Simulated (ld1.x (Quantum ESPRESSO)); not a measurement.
Values are calculated unless marked as measured or tabulated.
**Hardness and transferability of assorted potentials**

Generated with ld1.x 7.5 (TM, RRKJ, ultrasoft, PAW), atompaw 4.2 or ONCVPSP 4.0.1. The cutoff is in Ry: for ld1.x and atompaw files where the sum of valence levels is converged to 10 mRy in a Bessel basis, for ONCV files where the hardest occupied wave has 1 mHa per electron of residual kinetic energy. The error is the largest all-electron minus pseudo excitation energy over each file’s own four to seven test configurations (ionisations up to +4, promotions, holes and added fractions of an electron), all of which were solved. The labels leave out finer settings (local radius, basis sizes, second energies), which also bear on the numbers. Spin-polarised tests are not counted. The rows are a selection from randomly drawn settings: files with unsolved tests, undetermined cutoffs or missed reference levels are left out.

A true bound ghost makes a file unfit for plane-wave use even where its test errors are small: the radial tests pick states by their node count and pass the ghost by.

| element | potential | cutoff (Ry) | largest error (meV) | bound ghosts |
| --- | --- | --- | --- | --- |
| Ti | ultrasoft, PBEsol, scalar-relativistic, rc 2.85/3.50/2.50 (spd), local smoothed, core correction yes, reference 3d2 4s1.5 4p0.5 | 15 | -181 | none |
| V | RRKJ, Wu–Cohen, scalar-relativistic, rc 2.50/3.95/1.40 (spd), local s, core correction yes, reference 3d3 4s1.75 4p0.25 | 80 | -391 | none |
| Gd | TM, PBE, scalar-relativistic, rc 2.80/3.00/3.35 (spd), local s, core correction yes, reference 5d1 6s1.5 6p0 | 12 | -81 | p |
| Hf | TM, PBE, fully relativistic, rc 3.00/3.80/1.80 (spd), local s, core correction yes, reference 5d2 6s2 6p0 | 21 | -278 | none |

(1) Fill in the row for Pt: RRKJ, LDA (PZ), non-relativistic, rc 2.55/3.85/1.35 (spd), local s, core correction no, reference 5d9 6s1 6p0.

(2) Fill in the row for As: TM, LDA (PZ), fully relativistic, rc 1.70/1.40 (sp), local smoothed, core correction no, reference 4s2 4p3.

(3) Fill in the row for Nb: TM, PBEsol, scalar-relativistic, rc 2.74/2.06/3.28 (spd), local smoothed, core correction no, reference 4p6 4d3 5s2 5p0.

Answers

(1) cutoff 90 Ry, largest error -367 meV, bound ghosts: none.

(2) cutoff 50 Ry, largest error +460 meV, bound ghosts: none.

(3) cutoff 25 Ry, largest error +117 meV, bound ghosts: s.
